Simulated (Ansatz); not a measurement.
Calculated with Ansatz (gas phase, PBE0-D4/def2-TZVP geometries, no zero-point term in ΔE). CBS: MP2 limit from def2 TZ/QZ plus the TZ coupled-cluster correction, frozen cores. DFT in def2-TZVPP. B3LYP here is the variant with VWN-RPA as its local correlation; programs differ in this. For Ge outer-core shells are correlated without core-valence functions, which leaves a few kJ/mol of doubt a bond. Scalar relativity is left out up to krypton. One conformer a species, not always the lowest.

Consider the formal exchange of groups at a Ge–S bond: `[F][Ge]([F])([F])[SH]` + `C#CC(C)(C)F` → `C#[C][Ge]([F])([F])[F]` + `CC(C)(F)S`.

`[F][Ge]([F])([F])[SH]`:

```xyz
6

F    -1.690   -0.674    0.138
Ge   -0.309    0.329    0.073
F    -0.781    1.799   -0.650
F     0.055    0.665    1.707
S     1.342   -0.524   -1.041
H     1.384   -1.595   -0.227
```

`C#CC(C)(C)F`:

```xyz
13

C     1.958    1.105    1.117
C     0.928    0.611    0.749
C    -0.312    0.001    0.269
C    -0.867    0.766   -0.918
C    -0.110   -1.473   -0.030
F    -1.258    0.089    1.297
H     2.867    1.545    1.453
H    -0.161    0.740   -1.749
H    -1.047    1.805   -0.643
H    -1.807    0.311   -1.234
H     0.629   -1.600   -0.822
H    -1.057   -1.909   -0.352
H     0.239   -1.992    0.863
```

`C#[C][Ge]([F])([F])[F]`:

```xyz
7

C     1.225   -0.014    1.636
C     0.504   -0.006    0.674
Ge   -0.610    0.007   -0.815
F    -0.185   -1.195   -1.944
F    -0.559    1.495   -1.642
F    -2.239   -0.266   -0.400
H     1.864   -0.021    2.490
```

`CC(C)(F)S`:

Z-matrix (Å, degrees):
```
C
C 1 1.509
H 1 1.089 2 110.2
H 1 1.091 2 110.5 3 -120.2
H 1 1.093 2 109.6 3 120.2
C 2 1.509 1 113.6 3 -176.8
F 2 1.388 1 107.8 3 -57.4
S 2 1.841 1 111.9 3 55.3
H 6 1.090 2 110.2 1 176.9
H 6 1.091 2 110.5 1 -62.9
H 6 1.093 2 109.5 1 56.7
H 8 1.342 2 95.4 1 64.7
```

```csv
species,B3LYP-D4 energy (Eh)
`[F][Ge]([F])([F])[SH]`,-2775.69334
`C#CC(C)(C)F`,-294.66028
`C#[C][Ge]([F])([F])[F]`,-2453.61963
`CC(C)(F)S`,-616.70932
```

Question: Work out ΔE.

Answer: ΔE = (-2453.61963) + (-616.70932) − (-2775.69334) − (-294.66028) = 0.02467 Eh = +0.67 eV. CCSD(T)/CBS gives +0.58 eV.

Largest T1 diagnostic among the species: 0.013.

In def2-TZVPP, CCSD(T) changes the Hartree–Fock value by −0.06 eV (the triples alone add −0.01 eV) and MP2 by −0.04 eV.
